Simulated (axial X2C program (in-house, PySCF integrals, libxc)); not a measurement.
What spin–orbit coupling does to GeO⁻

Calculated with an axial X2C code built on PySCF integrals. Spin-free means the one-electron spin-free X2C Hamiltonian; two-component (2c) means X2C with spin–orbit coupling and atomic mean-field two-electron Coulomb and Gaunt terms, so the difference of the two also holds small scalar two-electron terms. Basis: Ge dyall-acv3z [10s10p8d5f1g], O dyall-av3z [7s6p3d2f] (cores contracted in-house); Gaussian nuclei, density fitting, unrestricted open shells. Masses: Ge 73.921 u, O 15.995 u.

Spin-free state: M_S = 1/2, Λ = 1 (beyond evenly filled blocks: π+α); fragments Ge + O- for PBE0, TPSS; Ge- + O for HF.

| level | Re (Å) | ωe (cm⁻¹) | De (eV) | μ (D) |
| --- | --- | --- | --- | --- |
| PBE0 | 1.666 | 875.8 | 5.486 | -1.56 |
| HF | 1.635 | 959.5 | n/a | -1.91 |
| TPSS | 1.686 | 825.0 | 5.631 | -1.33 |

Dipoles are positive if O is the positive end and refer to the centre of mass.

(1) Within this multiplet, which Ω should lie lowest by the rule for regular and inverted multiplets?

Two-component determinant lowest at the distance of the search:

Ω = 1/2 (⟨Sz⟩ = -0.50, ⟨Lz⟩ = 1.00 at PBE0); fragments Ge + O- for PBE0, TPSS; Ge- + O for HF.

| level | Re (Å) | ωe (cm⁻¹) | μ (D) |
| --- | --- | --- | --- |
| PBE0 | 1.667 | 873.3 | -1.61 |
| HF | 1.637 | 957.6 | -1.97 |
| TPSS | 1.687 | 822.7 | -1.38 |

(2) From the two tables, how do the constants change at the PBE0 level (2c against spin-free)?

One determinant describes the state; a PBE0 search over occupations chose it and may have missed a lower one. De is counted from the lowest determinant-based energies of the atoms at the same level, without counterpoise correction. De is not given where an atomic determinant may have missed its ground term or J level, or where the truncated virtual space spoils (T). Density functionals use the spin component along the axis (collinear). The highest occupied level is positive at some bond lengths even in Hartree–Fock (under at least one Hamiltonian), so the basis set holds the extra electron there; where that holds at Re the anion is at best weakly bound and its constants depend on the basis. The functionals have no current-density term, which raises determinants with orbital currents, atoms included. Some points did not converge and are left out.

Results:

(1) The open π shell holds one electron, so the multiplet is regular: Ω = Λ − 1/2 = 1/2. The PBE0 2c search agrees, though Ω = 3/2 of the search lies only 0.05 eV higher.

(2) At the PBE0 level Re goes up by 0.001 Å and ωe falls by 2.5 cm⁻¹.
